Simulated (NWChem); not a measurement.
System: BaClF; SMILES [F][Ba][Cl]

Parts of the log:

```
             Northwest Computational Chemistry Package (NWChem) 7.3.0
             --------------------------------------------------------

 CS  symmetry detected

                             Geometry "geometry" -> ""
                             -------------------------

 Output coordinates in angstroms (scale by  1.889725989 to convert to a.u.)

  No.       Tag          Charge          X              Y              Z
 ---- ---------------- ---------- -------------- -------------- --------------
    1 Ba                  56.0000    -0.31336052    -0.38168968     0.00000000
    2 F                    9.0000     1.23764235    -1.98047466     0.00000000
    3 Cl                  17.0000     0.37702400     2.30581731     0.00000000

 Effective nuclear repulsion energy (a.u.)     319.8094008416

      Symmetry information
      --------------------

 Group name             Cs
 Group number              2
 Group order               2
 No. of unique centers     3

 Summary of "ao basis" -> "ao basis" (spherical)
 ------------------------------------------------------------------------------
       Tag                 Description            Shells   Functions and Types
 ---------------- ------------------------------  ------  ---------------------
 Ba                         def2-svp                 9       23   4s3p2d
 F                          def2-svp                 6       14   3s2p1d
 Cl                         def2-svp                 8       18   4s3p1d

      Symmetry analysis of basis
      --------------------------

        a'         39
        a"         16

            General Information
            -------------------
          SCF calculation type: DFT
          Wavefunction type:  closed shell.
          No. of atoms     :     3
          No. of electrons :    36
           Alpha electrons :    18
            Beta electrons :    18
          Charge           :     0
          Spin multiplicity:     1
          Use of symmetry is: on ; symmetry adaption is: on
          Maximum number of iterations: 150
          AO basis - number of functions:    55
                     number of shells:    23
          Convergence on energy requested:  1.00D-06
          Convergence on density requested:  1.00D-05
          Convergence on gradient requested:  5.00D-04

              XC Information
              --------------
          PerdewBurkeErnzerhof Exchange Functional  1.000
            Perdew 1991 LDA Correlation Functional  1.000 local
           PerdewBurkeErnz. Correlation Functional  1.000 non-local

             Grid Information
             ----------------
          Grid used for XC integration:  medium
          Radial quadrature: Mura-Knowles
          Angular quadrature: Lebedev.
          Tag              B.-S. Rad. Rad. Pts. Rad. Cut. Ang. Pts.
          ---              ---------- --------- --------- ---------
          Ba                  2.15      123          12.0       590
          F                   0.50       49          11.0       434
          Cl                  1.00       88          11.0       590
          Grid pruning is: on
          Number of quadrature shells:   260
          Spatial weights used:  Erf1

      Superposition of Atomic Density Guess
      -------------------------------------

 Sum of atomic energies:        -586.10001033

      Non-variational initial energy
      ------------------------------

 Total energy =    -583.517127
 1-e energy   =    -958.373493
 2-e energy   =     302.535122
 HOMO         =      -0.457302
 LUMO         =      -0.119636

      Symmetry analysis of molecular orbitals - initial
      -------------------------------------------------

  Numbering of irreducible representations:

     1 a'          2 a"

  Orbital symmetries:

     1 a'          2 a'          3 a'          4 a'          5 a'
     6 a"          7 a'          8 a'          9 a'         10 a'
    11 a"         12 a'         13 a'         14 a"         15 a'
    16 a'         17 a"         18 a'         19 a'         20 a"
    21 a'         22 a'         23 a"         24 a'         25 a"
    26 a'         27 a'         28 a'

     ---------------------------------------------
      Total Density - Mulliken Population Analysis
     ---------------------------------------------

    Atom       Charge   Shell Charges
 -----------   ------   -------------------------------------------------------
    1 Ba  10     8.34   0.27  1.72  0.11 -0.01  5.03  0.97  0.04  0.18  0.04
    2 F    9     9.88   1.99  1.17  0.82  3.65  2.25  0.00
    3 Cl  17    17.78   2.00  1.99  1.24  0.74  5.95  2.27  3.59  0.00

   convergence    iter        energy       DeltaE   RMS-Dens  Diis-err
 ---------------- ----- ----------------- --------- --------- ---------
 d= 0,ls=0.0,diis     1   -585.0267205914 -6.57D+02  7.94D-02  1.06D+00
 d= 0,ls=0.0,diis     2   -577.4053645425  7.62D+00  6.90D-02  4.54D+01
 d= 0,ls=0.0,diis     3   -585.1218754618 -7.72D+00  1.74D-02  3.37D-01
 d= 0,ls=0.0,diis     4   -585.1388853996 -1.70D-02  6.76D-03  2.80D-01
 d= 0,ls=0.0,diis     5   -585.1738740864 -3.50D-02  1.61D-03  1.26D-02
  Resetting Diis
 d= 0,ls=0.0,diis     6   -585.1754608075 -1.59D-03  2.72D-04  1.50D-04
 d= 0,ls=0.0,diis     7   -585.1754860218 -2.52D-05  1.18D-04  1.81D-05
 d= 0,ls=0.0,diis     8   -585.1754809812  5.04D-06  8.77D-05  7.74D-05
 d= 0,ls=0.0,diis     9   -585.1754878088 -6.83D-06  2.50D-05  3.75D-06
 d= 0,ls=0.0,diis    10   -585.1754882525 -4.44D-07  3.49D-06  7.01D-08

         Total DFT energy =     -585.175488252459
      One electron energy =     -963.526383536638
           Coulomb energy =      348.299192197757
    Exchange-Corr. energy =      -42.269541471105
 Nuclear repulsion energy =       72.321244557527

 Numeric. integr. density =       36.000001447300

                  Occupations of the irreducible representations
                  ----------------------------------------------

                     irrep           alpha         beta
                     --------     --------     --------
                     a'               14.0         14.0
                     a"                4.0          4.0

                       DFT Final Molecular Orbital Analysis
                       ------------------------------------

 Vector   16  Occ=2.000000D+00  E=-2.239481D-01  Symmetry=a'
              MO Center=  3.7D-01,  1.9D+00, -4.1D-16, r^2= 2.8D+00
   Bfn.  Coefficient  Atom+Function         Bfn.  Coefficient  Atom+Function
  ----- ------------  ---------------      ----- ------------  ---------------
    49      0.592413  3 Cl py                46      0.431908  3 Cl py
    43      0.256112  3 Cl py                 3     -0.215749  1 Ba s
     6      0.157739  1 Ba py                14     -0.148411  1 Ba d -2
    27      0.143138  2 F  px                 2      0.141331  1 Ba s
    30     -0.103959  2 F  px                 4      0.097254  1 Ba s

 Vector   17  Occ=2.000000D+00  E=-2.166176D-01  Symmetry=a"
              MO Center=  3.5D-01,  2.2D+00, -2.4D-15, r^2= 1.7D+00
   Bfn.  Coefficient  Atom+Function         Bfn.  Coefficient  Atom+Function
  ----- ------------  ---------------      ----- ------------  ---------------
    50      0.620150  3 Cl pz                47      0.444514  3 Cl pz
    44      0.263554  3 Cl pz                15      0.118418  1 Ba d -1
    13      0.090059  1 Ba pz                20      0.065916  1 Ba d -1
     7     -0.057079  1 Ba pz                29     -0.055627  2 F  pz
    17     -0.050903  1 Ba d  1              32      0.044991  2 F  pz

 Vector   18  Occ=2.000000D+00  E=-2.120813D-01  Symmetry=a'
              MO Center=  4.0D-01,  2.0D+00, -5.7D-16, r^2= 2.4D+00
   Bfn.  Coefficient  Atom+Function         Bfn.  Coefficient  Atom+Function
  ----- ------------  ---------------      ----- ------------  ---------------
    48      0.618310  3 Cl px                45      0.440297  3 Cl px
    42      0.261056  3 Cl px                27      0.156683  2 F  px
    30     -0.125281  2 F  px                 6      0.093022  1 Ba py
    19      0.085611  1 Ba d -2              18      0.071102  1 Ba d  2
     5     -0.061112  1 Ba px                11      0.058914  1 Ba px

 Vector   19  Occ=0.000000D+00  E=-8.431549D-02  Symmetry=a'
              MO Center= -1.2D+00, -6.5D-01,  3.1D-14, r^2= 7.3D+00
   Bfn.  Coefficient  Atom+Function         Bfn.  Coefficient  Atom+Function
  ----- ------------  ---------------      ----- ------------  ---------------
     3      0.715407  1 Ba s                  2     -0.492065  1 Ba s
     4      0.345539  1 Ba s                 11     -0.310288  1 Ba px
    16      0.236723  1 Ba d  0              18      0.160053  1 Ba d  2
     1      0.101193  1 Ba s                  5      0.094616  1 Ba px
    12     -0.087766  1 Ba py                14      0.076134  1 Ba d -2

 Vector   20  Occ=0.000000D+00  E=-4.733274D-02  Symmetry=a"
              MO Center= -9.3D-01, -6.0D-01, -5.3D-15, r^2= 5.7D+00
   Bfn.  Coefficient  Atom+Function         Bfn.  Coefficient  Atom+Function
  ----- ------------  ---------------      ----- ------------  ---------------
    17      0.681795  1 Ba d  1              13      0.467855  1 Ba pz
    15     -0.295965  1 Ba d -1              22      0.253637  1 Ba d  1
     7     -0.115282  1 Ba pz                50      0.087175  3 Cl pz
    20     -0.083698  1 Ba d -1              10     -0.064662  1 Ba pz
    47      0.046774  3 Cl pz                29     -0.040364  2 F  pz

 Vector   21  Occ=0.000000D+00  E=-4.700002D-02  Symmetry=a'
              MO Center= -9.3D-01, -6.2D-01,  5.8D-16, r^2= 5.7D+00
   Bfn.  Coefficient  Atom+Function         Bfn.  Coefficient  Atom+Function
  ----- ------------  ---------------      ----- ------------  ---------------
    16      0.652299  1 Ba d  0              11      0.401654  1 Ba px
    21      0.256904  1 Ba d  0              14     -0.253941  1 Ba d -2
    18     -0.241925  1 Ba d  2              12      0.189333  1 Ba py
     3      0.141382  1 Ba s                  4     -0.136075  1 Ba s
     5     -0.107962  1 Ba px                49     -0.095502  3 Cl py

     ---------------------------------------------
      Total Density - Mulliken Population Analysis
     ---------------------------------------------

    Atom       Charge   Shell Charges
 -----------   ------   -------------------------------------------------------
    1 Ba  10     9.10   0.27  1.72  0.12 -0.02  5.02  0.96  0.13  0.73  0.17
    2 F    9     9.47   1.99  1.11  0.86  3.30  2.20  0.00
    3 Cl  17    17.43   2.00  1.98  1.25  0.73  5.93  2.12  3.41  0.00

     -------------------------------------------
      Total Density - Lowdin Population Analysis
     -------------------------------------------

    Atom       Charge   Shell Charges
 -----------   ------   -------------------------------------------------------
    1 Ba  10     9.40   0.26  1.57  0.23  0.05  4.34  1.61  0.26  0.77  0.31
    2 F    9     9.39   1.98  1.04  0.85  3.21  2.32  0.00
    3 Cl  17    17.21   2.00  1.96  1.05  0.81  5.82  2.26  3.31  0.00

     Multipole analysis of the density
     ---------------------------------

     L   x y z        total         alpha         beta         nuclear
     -   - - -        -----         -----         ----         -------
     0   0 0 0     -0.000000    -18.000000    -18.000000     36.000000

     1   1 0 0     -2.395385    -14.817500    -14.817500     27.239614
     1   0 1 0     -1.354935    -17.267113    -17.267113     33.179290
     1   0 0 1      0.000000      0.000000      0.000000      0.000000

     2   2 0 0    -32.282500    -46.824328    -46.824328     61.366155
     2   1 1 0      4.499500     13.114865     13.114865    -21.730230
     2   1 0 1      0.000000      0.000000      0.000000      0.000000
     2   0 2 0    -47.371917   -250.703655   -250.703655    454.035394
     2   0 1 1     -0.000000     -0.000000     -0.000000      0.000000
     2   0 0 2    -28.370189    -14.185094    -14.185094      0.000000
```

Level: PBE/def2-SVP with def2 effective core potentials on Ba. Geometry: optimised at PBE0/def2-SVP. def2 effective core potentials on Ba; no spin-orbit coupling.

Task: Which NWChem input produces such a log?

Result: Several could match; the one computed here: the input that was run:
```
start job
memory heap 200 mb stack 900 mb global 1100 mb
geometry units angstroms noautoz
  Ba    -0.167185    -0.336135     0.000000
  F      1.667635    -1.599131     0.000000
  Cl    -0.018124     2.434624     0.000000
end
basis spherical
  * library def2-svp
end
ecp
  Ba library def2-ecp
end
dft
  xc xpbe96 cpbe96
  iterations 150
  mulliken
end
task dft energy
```
